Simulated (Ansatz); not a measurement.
```xyz
15

C     2.250    0.846   -0.156
O     1.750   -0.344    0.413
C     0.626   -0.164    1.183
O    -0.508    0.198    0.395
C    -1.261   -0.819   -0.084
C    -2.341   -0.296   -0.978
O    -1.077   -1.972    0.183
H     2.466    1.592    0.620
H     3.174    0.589   -0.671
H     1.545    1.276   -0.875
H     0.427   -1.104    1.695
H     0.744    0.669    1.886
H    -2.896    0.499   -0.476
H    -1.891    0.138   -1.874
H    -3.008   -1.107   -1.259
```

The species carries charge 0 and has multiplicity 1.

List the r2SCAN/def2-TZVPP orbital energies in eV (Ansatz 0.2.0). (An estimate is asked.)

The calculation gave: Occupied: -516.97, -516.34, -515.35, -276.53, -275.81, -274.35, -273.35, -29.43, -27.87, -26.68, -20.13, -18.89, -17.19, -14.73, -13.24, -13.16, -12.46, -11.74, -11.62, -11.20, -10.40, -10.09, -9.84, -9.25, -8.22, -7.73, -7.01, -6.63. Lowest empty: -0.61, 1.28, 1.77, 2.25, 2.64, 2.75, 3.01, 3.29.
